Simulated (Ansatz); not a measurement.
Geometry optimisation, Ansatz 0.2.0, RHF/6-31G*.

input.yaml

```yaml
crystal:
  periodic: [false, false, false]
  atoms:
    - { symbol: B, position_ang: [0.0, 0.0, 0.0] }
    - { symbol: H, position_ang: [0.0, 0.0, 1.54] }
    - { symbol: Cl, position_ang: [1.6108, 0.0, -0.93] }
    - { symbol: Cl, position_ang: [-1.6108, 0.0, -0.93] }
    - { symbol: O, position_ang: [0.0715, -1.6212, 0.5392] }
    - { symbol: C, position_ang: [-0.5794, -2.7171, -0.0867] }
    - { symbol: H, position_ang: [0.1085, -3.5877, -0.1182] }
    - { symbol: H, position_ang: [-1.4893, -2.9859, 0.4895] }
    - { symbol: H, position_ang: [-0.8668, -2.4357, -1.1212] }
    - { symbol: H, position_ang: [0.0379, -0.8605, 1.537] }
basis:
  gaussian: { orbitals: "6-31G*" }
hamiltonian:
  xc: hf
relax:
  f_tol: 0.15
  max_steps: 25
  restrain:
    - { distance: [0, 4], at: 1.41, k: 30.0 }
    - { distance: [9, 1], at: 0.66, k: 30.0 }
    - { distance: [0, 1], at: 2.39, k: 30.0 }
    - { distance: [9, 4], at: 2.21, k: 30.0 }
```

Run as:

```bash
$ ansatz run input.yaml --threads 1 --pin off --max-ram 2048MiB --backend cpu --events-out ev --progress --plain --runs-dir out
```

Problem. Where does it end, and by what steps?

Solution. The forces met the threshold. The restraints hold the end off the free minimum. After 10 steps the energy has fallen by 4.808 eV (the restraints' own energy left out); O5 moved furthest, 0.80 Å.

| step | energy less start (eV) | largest force component (eV/Å) | accepted |
| --- | --- | --- | --- |
| 0 | 0.0000 | 5.636 | yes |
| 1 | -1.1284 | 7.310 | yes |
| 2 | -2.6891 | 6.490 | yes |
| 3 | -4.0033 | 1.987 | yes |
| 4 | -4.5535 | 2.007 | yes |
| 5 | -4.7046 | 1.910 | yes |
| 6 | -4.7360 | 1.654 | yes |
| 7 | -4.7862 | 1.236 | yes |
| 8 | -4.8072 | 1.550 | yes |
| 9 | -4.8051 | 1.605 | yes |
| 10 | -4.8075 | 1.651 | yes |

```xyz
10
Properties=species:S:1:pos:R:3
B 0.165 -0.456 -0.525
H -0.221 -0.150 1.830
Cl 1.549 0.621 -0.612
Cl -1.432 0.146 -0.992
O 0.382 -1.752 -0.183
C -0.612 -2.754 -0.117
H -0.102 -3.696 0.017
H -1.268 -2.575 0.727
H -1.197 -2.784 -1.026
H 0.017 -0.808 1.800
```

Run time: 34 s on 1 thread of Arm Neoverse V2, on a shared host, peak memory 0.18 GiB.
